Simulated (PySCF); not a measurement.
## Electron correlation in Ge(2+) (germanium, charge +2)

[Ar] 3d10 4s2, closed-shell 1S. All numbers are calculated (PySCF 2.14, the spin-free X2C one-electron Hamiltonian (Gaussian nucleus), in ANO-RCC-VTZP (6s5p3d1f, 43 functions)). Frozen: [Ne]; 20 electrons correlated.

MP2 pair energies summed by pair of shells (mhartree):

```csv
pair,energy,share (%)
3d-3d,-341.40,54.4
3p-3d,-128.94,20.6
3d-4s,-49.27,7.9
3p-3p,-32.10,5.1
3s-3d,-30.59,4.9
4s-4s,-26.53,4.2
3s-3p,-9.86,1.6
3p-4s,-6.19,1.0
3s-3s,-2.03,0.3
3s-4s,-0.44,0.1
```

Total MP2 correlation energy: -627.35 mhartree.

Same-spin part -220.62 and opposite-spin part -406.73 mhartree; SCS-MP2 scales them by 1/3 and 6/5 to -561.62 mhartree.

MP2 falls well short for the outer s pair, which is nearly degenerate with np².
